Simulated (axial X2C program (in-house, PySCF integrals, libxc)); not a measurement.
The numbers below are computed, except where a source is named.
**WC: input and output**

Program: an axial X2C code built on PySCF integrals.

Input:
```json
{
 "zs": [
  74,
  6
 ],
 "q": 0,
 "bas": [
  "dyall-cv3z",
  "dyall-v3z"
 ],
 "levels": [
  "PBE0",
  "HF",
  "TPSSh"
 ],
 "cc": true,
 "r0": 1.87,
 "thr": -1.0,
 "nmax": 90,
 "npts": 10,
 "nst": 2,
 "ntry": 6
}
```
```bash
python so2c.py task.json out
```

Keys: zs atomic numbers; q charge; bas basis sets; levels methods; cc coupled cluster on or off; r0 starting distance in Å; thr threshold in hartree for freezing inner shells (an s shell follows its p shell); nmax most natural virtual spinors; npts points on the curve; nst determinants followed; ntry starts of the search. HF also brings MP2.

Output of the HF step, without spin–orbit coupling, at R = 1.699 Å for the state M_S = 1, Λ = 2. It starts from PBE0 orbitals of this distance.

```
spin-free X2C-1e  HF
basis functions 227  fitting functions 1148  grid points 5077
iter        total energy     max residual
   1     -16176.118123371     1.00e+00
   2     -16176.162295639     2.02e-02
   3     -16176.164714212     2.14e-02
   4     -16176.167396810     6.84e-03
   5     -16176.169156293     8.49e-03
   6     -16176.170227605     6.12e-03
   7     -16176.172244454     5.93e-03
   8     -16176.176846968     4.95e-03
   9     -16176.183192485     3.71e-03
  10     -16176.180523038     4.34e-03
  11     -16176.182918989     1.87e-03
  12     -16176.183661540     6.99e-04
  13     -16176.183767343     5.23e-04
  14     -16176.183826095     4.75e-04
  15     -16176.183829374     3.56e-04
  16     -16176.183831911     1.17e-04
  17     -16176.183833331     2.99e-05
  18     -16176.183833361     1.90e-05
  19     -16176.183833390     6.57e-06
  20     -16176.183833394     2.41e-06
  21     -16176.183833395     7.52e-07
converged
one-electron -22478.70805777  Coulomb 6493.04135693  exact exchange -328.80711586  xc functional 0.00000000  nuclear repulsion 138.28998331
correlated 10  virtual 286  natural virtual 90  E(MP2) -0.271313098  MP2 remainder -0.011348139
iter   CCSD correlation   residual
   1     -0.251279019   1.99e-01
   2     -0.267033696   1.14e-01
   3     -0.283972985   7.42e-02
   4     -0.289844204   3.03e-02
   5     -0.291101749   1.05e-02
   6     -0.291236047   4.30e-03
   7     -0.291324734   1.90e-03
   8     -0.291310586   8.16e-04
   9     -0.291300938   3.70e-04
  10     -0.291310862   1.37e-04
  11     -0.291309075   6.17e-05
  12     -0.291310270   2.90e-05
  13     -0.291308855   1.53e-05
  14     -0.291307970   7.97e-06
  15     -0.291307421   4.09e-06
  16     -0.291307020   2.14e-06
  17     -0.291306932   9.41e-07
  18     -0.291306914   4.69e-07
(T) -0.019358191  T1 0.1338  D1 0.2086  max T2 0.085
```
Energies are in hartree; totals compare only within one Hamiltonian and basis. T1 is large, a sign of multireference character or of a spin-contaminated reference. Where the energy jumps back up, the SCF was restarted by another method. T1 in the output is the amplitude norm over the root of the electron number; divide by √2 for the Lee–Taylor value. The determinant is spin-polarised beyond a pure state at some levels (its spin-free form has ⟨S²⟩ too high), which makes Re and μ there less reliable.
